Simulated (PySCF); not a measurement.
Isomers of C6H11ClOSi, mass 162.027 u with the commonest isotopes. Theory: PBE0-D3(BJ)/def2-SVP geometry optimisation, gas phase (PySCF 2.14.0). One conformer each, none proved a minimum here; rigid rotors.

Question: Order these by radius of gyration √(Σ m r²/M), smallest first.
A. `[CH2:1]=[CH:2][CH2:3][C@@H:4]1[SiH2:5][O:6][CH2:7][C@H:8]1[Cl:9]` with C1–C2–C3–C4 114°, C2–C3–C4–Si5 -63°, C3–C4–Si5–O6 -145°, C4–Si5–O6–C7 -3°, Si5–O6–C7–C8 27°, O6–C7–C8–Cl9 -168°
B. `[CH3:1][C@:2]1([C:3](=[O:4])[Cl:5])[CH2:6][C@H:7]([SiH3:8])[CH2:9]1` with C1–C2–C3–O4 117°
C. `[CH2:1]=[CH:2][CH2:3][C@@H:4]1[SiH2:5][O:6][CH2:7][C@@H:8]1[Cl:9]` with C1–C2–C3–C4 -117°, C2–C3–C4–Si5 -57°, C3–C4–Si5–O6 -153°, C4–Si5–O6–C7 1°, Si5–O6–C7–C8 23°, O6–C7–C8–Cl9 77°

Answer: C (2.291 Å), A (2.360 Å), B (2.436 Å).

Question: Order these by dipole moment, largest first.
A. `[CH2:1]=[CH:2][CH2:3][C@@H:4]1[SiH2:5][O:6][CH2:7][C@@H:8]1[Cl:9]` with C1–C2–C3–C4 -117°, C2–C3–C4–Si5 -57°, C3–C4–Si5–O6 -153°, C4–Si5–O6–C7 1°, Si5–O6–C7–C8 23°, O6–C7–C8–Cl9 77°
B. `[CH2:1]=[CH:2][CH2:3][C@@H:4]1[SiH2:5][O:6][CH2:7][C@H:8]1[Cl:9]` with C1–C2–C3–C4 114°, C2–C3–C4–Si5 -63°, C3–C4–Si5–O6 -145°, C4–Si5–O6–C7 -3°, Si5–O6–C7–C8 27°, O6–C7–C8–Cl9 -168°
C. `[CH3:1][C@:2]1([C:3](=[O:4])[Cl:5])[CH2:6][C@H:7]([SiH3:8])[CH2:9]1` with C1–C2–C3–O4 117°

Answer: A (2.28 D), C (2.05 D), B (1.23 D).

Question: Order these by out-of-plane moment Σ m c² = (Ia + Ib − Ic)/2, smallest first.
A. `[CH2:1]=[CH:2][CH2:3][C@@H:4]1[SiH2:5][O:6][CH2:7][C@H:8]1[Cl:9]` with C1–C2–C3–C4 114°, C2–C3–C4–Si5 -63°, C3–C4–Si5–O6 -145°, C4–Si5–O6–C7 -3°, Si5–O6–C7–C8 27°, O6–C7–C8–Cl9 -168°
B. `[CH3:1][C@:2]1([C:3](=[O:4])[Cl:5])[CH2:6][C@H:7]([SiH3:8])[CH2:9]1` with C1–C2–C3–O4 117°
C. `[CH2:1]=[CH:2][CH2:3][C@@H:4]1[SiH2:5][O:6][CH2:7][C@@H:8]1[Cl:9]` with C1–C2–C3–C4 -117°, C2–C3–C4–Si5 -57°, C3–C4–Si5–O6 -153°, C4–Si5–O6–C7 1°, Si5–O6–C7–C8 23°, O6–C7–C8–Cl9 77°

Answer: A (20.79 u·Å²), C (65.85 u·Å²), B (81.35 u·Å²).

```tsv
SMILES	point group	Ia (u·Å²)	Ib (u·Å²)	Ic (u·Å²)	κ	μa (D)	μb (D)	μc (D)
C=CC[C@@H]1[SiH2]OC[C@H]1Cl	C1	338.73	584.48	881.62	-0.37	1.21	0.26	0.04
C[C@]1(C(=O)Cl)C[C@H]([SiH3])C1	C1	201.25	841.20	879.75	-0.97	1.80	0.84	0.49
C=CC[C@@H]1[SiH2]OC[C@@H]1Cl	C1	292.28	623.91	784.50	-0.69	1.26	0.17	1.89
```
